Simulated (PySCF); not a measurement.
## Adding and removing an electron: TlCl

RHF-CCSD(T); PySCF, scalar-relativistic core potentials, basis sets Tl def2-SVPD with ECP60, Cl def2-SVPD. Neutral (RHF): singlet (closed shell), Re = 2.577 Å, ωe = 272 cm⁻¹, De = 4.18 eV.

TlCl⁻ (UHF): doublet (π ↑), Re = 2.811 Å, ωe = 171 cm⁻¹, De = 1.00 eV to Tl + Cl⁻. The energies at the minima are -631.20179 hartree for TlCl and -631.21155 for TlCl⁻.

Task: Work out the adiabatic electron affinity, without and with harmonic zero-point energies (1 hartree = 27.2114 eV, 1 eV = 8065.5 cm⁻¹), and the change of the bond length.

Result: At CCSD(T): 0.00976 hartree = 0.266 eV between the minima; the zero-point term (272.0 − 171.0)/2 cm⁻¹ = +0.006 eV makes it 0.272 eV. Re changes by +23.4 pm against the neutral. The electron enters a π orbital, and the longer bond of the ion fits an antibonding orbital, or a change in how ionic the bond is.

Correlated steps freeze 9 core orbitals. Correlated levels converge slowly with the basis: in double zeta they bind strong bonds too weakly, by up to about 1 eV, and carry superposition errors of some tenths. Spin–orbit coupling is left out, which matters for elements this heavy, above all for dissociation energies. For an ion De counts to the pair picked by the measured ionisation energies or electron affinities, which need not be the lowest pair at this level. Where the molecule has an RHF reference, its open-shell atoms are computed with UHF. States were picked by a PBE0 search and need not be the measured ground states.

Neutral and ion stand on different kinds of reference determinant, which adds to the error of the difference.
